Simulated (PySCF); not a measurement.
# Bond curve of TeO

Set-up: PySCF, scalar-relativistic core potentials, basis sets Te cc-pVTZ-PP with ECP28, O cc-pVTZ. Energies in eV from Te + O in their ground configurations at the same level. All curves are PBE0. state 1: ³Σ⁻ (triplet), unpaired electrons π ↑↑; state 2: Ms = 0 determinant of mixed spin (⟨S²⟩ near 1.0), unpaired electrons π ↑↓, a mixture of terms (⟨Lz²⟩ = 2.0), a second solution, started from another occupation; state 3: ⁵Π (quintet), unpaired electrons σ ↑, π ↑↑↑, a second solution, started from another occupation.

| R (Å) | state 1 | state 2 | state 3 |
| --- | --- | --- | --- |
| 1.569 | -2.036 | -1.748 | 5.6751 |
| 1.643 | -3.112 | -2.826 | 3.7900 |
| 1.716 | -3.689 | -3.405 | 2.4293 |
| 1.770 | -3.888 | -3.605 | 1.6627 |
| 1.825 | -3.939 | -3.657 | 1.0603 |
| 1.880 | -3.879 | -3.598 | 0.5889 |
| 1.953 | -3.675 | -3.395 | 0.1204 |
| 2.044 | -3.290 | -3.010 | -0.2741 |
| 2.154 | -2.724 | -2.441 | -0.5458 |
| 2.300 | -1.911 | -1.618 | -0.6824 |

Task: Put a parabola through the three lowest points of the state 1 curve and estimate Re, k and ωe (reduced mass 14.24 u; 1 eV/Å² = 0.16022 mdyn/Å; ωe = 1302.8·√(k/μ) cm⁻¹).

Result: Through R = 1.77, 1.825, 1.88 Å the second-order coefficient is 18.3 eV/Å², so Re ≈ 1.823 Å, k ≈ 5.88 mdyn/Å and ωe ≈ 837 cm⁻¹. A polynomial fit of higher order to the unrounded PBE0 energies gives Re = 1.820 Å, k = 6.03 mdyn/Å, ωe = 848 cm⁻¹; anharmonicity and rounding make the difference.

The higher-order fit for each curve: state 1: Re = 1.820 Å, ωe = 848 cm⁻¹, De = 3.94 eV; state 2: Re = 1.821 Å, ωe = 848 cm⁻¹, minimum 3.66 eV below the ground-state fragments. State 3 gave no clean fit.

These are scalar-relativistic numbers at best; spin–orbit coupling would shift them, the dissociation energy most. The state was picked by a PBE0 search and need not be the measured ground state.
